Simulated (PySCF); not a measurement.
Spectroscopy problems

[PySCF 2.14: geometry: GFN2-xTB; PBE0/pcSseg-1 with gauge-including orbitals; one averaged value for each set of equivalent atoms; non-relativistic; in vacuum; one computed conformer]

δ = σ(ref) − σ, references computed at the same level: $^{1}$H and $^{13}$C vs TMS. Splittings of carbon signals by F and P are missing where no couplings were computed. Where no couplings were computed, multiplicities follow the n + 1 count of equivalent neighbours, and m marks all less simple cases (inequivalent or close neighbours, rings, F or P nearby). Shifts are as computed. Against solution values, carbons near 30 ppm lie about +3 ppm off and those near 130 ppm about +5 ppm. Of 1211 compounds with measured shifts, 218 miss one by over three times the rms of a fit or turn the order of signals round; such compounds aren't used in these exercises.

(1) C8H11OP. $^{1}$H NMR (500 MHz, computed): δ 7.94 (m, 2H), 7.76 (m, 1H), 7.75 (m, 2H), 1.49 (m, 6H). $^{13}$C{$^{1}$H} NMR (computed): δ 142.6 (C), 136.6 (CH), 135.7 (CH), 133.6 (CH), 22.1 (CH3). What is it?

(2) C8H11OP. $^{1}$H NMR (600 MHz, computed): δ 7.74 (m, 1H), 7.10 (m, 1H), 6.61 (m, 1H), 5.73 (m, 1H), 5.30 (m, 1H), 1.66 (m, 3H), 1.63 (m, 3H). $^{13}$C{$^{1}$H} NMR (computed): δ 160.2, 159.2, 151.7, 128.5, 121.4, 117.4, 26.4, 13.0. Identify the compound.

(3) C7H7NSi. $^{1}$H NMR (600 MHz, computed): δ 7.13 (m, 1H), 4.92 (m, 1H), 4.58 (m, 1H), 2.56 (m, 1H), 1.43 (d, 3H). $^{13}$C{$^{1}$H} NMR (computed): δ 162.4 (CH), 154.9 (C), 111.6 (C), 79.5 (C), 79.2 (C), 36.7 (CH), 19.4 (CH3). Identify the compound.

## Answers

(1) Dimethylphenyl phosphine oxide. 5 carbon signals for 8 carbons: some carbons are equivalent by symmetry or fast rotation. Carbon types of the structure: 1 × C, 5 × CH, 2 × CH3, which accounts for all hydrogens. δC 142.6: substituted aromatic carbon. δC 136.6, 135.7, 133.6: aromatic CH; the aromatic region. δH 7.94, 7.76, 7.75: hydrogen on an aromatic CH; the ring current deshields protons in the ring plane. δH 1.49: hydrogen on a methyl carbon bonded to P.

This is the structure that produced the data.

(2) SMILES C=C(C)P(C)c1ccco1. 8 carbon signals for 8 carbons: no two carbons are equivalent. Carbon types of the structure: 2 × C, 3 × CH, 1 × CH2, 2 × CH3, which accounts for all hydrogens. δC 160.2: fully substituted alkene carbon; an sp2 carbon of a C=C bond. δC 159.2: substituted aromatic carbon next to the ring oxygen. δC 128.5, 117.4: aromatic CH. δC 121.4: terminal =CH2 carbon; an sp2 carbon of a C=C bond.

The shifts were computed for this structure.

(3) SMILES C[C@H]1[SiH2]C=C1C#CC#N. Rings plus π bonds: 6 (1 ring in the answer). 7 carbon signals for 7 carbons: no two carbons are equivalent. Carbon types of the structure: 4 × C, 2 × CH, 1 × CH3, leaving 2 H on heteroatoms. δC 162.4: alkene CH; an sp2 carbon of a C=C bond. δC 154.9: fully substituted alkene carbon; an sp2 carbon of a C=C bond. δC 111.6: nitrile carbon; C≡N carbons fall here, among the sp2 signals but without a proton. δC 79.5, 79.2: alkyne carbon; the triple bond shields along its axis, which puts it between sp3 and sp2 carbons.

The data come from this structure; uniqueness wasn't tested.
